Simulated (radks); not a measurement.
Results of a calculation; reference values are marked as such.
Effect of the nuclear size on the praseodymium ion Pr+, [Xe] 4f3 6s1. Code: a radial shooting solver on a logarithmic mesh with Libxc functionals. Model: Dirac Kohn-Sham, PBE, spin-unpolarised, spherical densities, finite nucleus; open shells are shared between the two j in proportion to 2j + 1; Fermi nuclear charge, rms radius 4.8919 fm. The rms radius is varied about that value; shifts are against it.

| rms radius (fm) | total energy shift (eV) | density at nucleus (e/bohr^3) | 1s1/2 shift (meV) | 2s1/2 shift (meV) | 5s1/2 shift (meV) | 5p1/2 shift (meV) | 6s1/2 shift (meV) | 4f7/2 shift (meV) | 6p1/2 (empty) shift (meV) |
|---|---|---|---|---|---|---|---|---|---|
| 4.0016 | -3.88 | 4.353e+05 | -1610 | -199 | -1.46 | 0.152 | -0.144 | 0.268 | 0.046 |
| 4.6082 | -1.30 | 4.223e+05 | -541 | -66.7 | -0.491 | 0.051 | -0.048 | 0.090 | 0.015 |
| 4.8919 | 0 | 4.169e+05 | 0.000 | 0.000 | 0.000 | 0.000 | 0.000 | 0.000 | 0.000 |
| 5.1756 | 1.36 | 4.119e+05 | 566 | 69.8 | 0.513 | -0.054 | 0.051 | -0.094 | -0.016 |
| 5.9192 | 5.22 | 4.002e+05 | 2170 | 267 | 1.97 | -0.205 | 0.194 | -0.361 | -0.062 |

Slopes of the eigenvalues against <r^2> in GHz/fm^2, as finite differences over the two radii next to the reference (eigenvalue slopes, not the field-shift constants of lines): 1s1/2 48200, 2s1/2 5950, 5s1/2 43.7, 5p1/2 -4.56, 6s1/2 4.31, 4f7/2 -8.02, 6p1/2 (empty) -1.37.
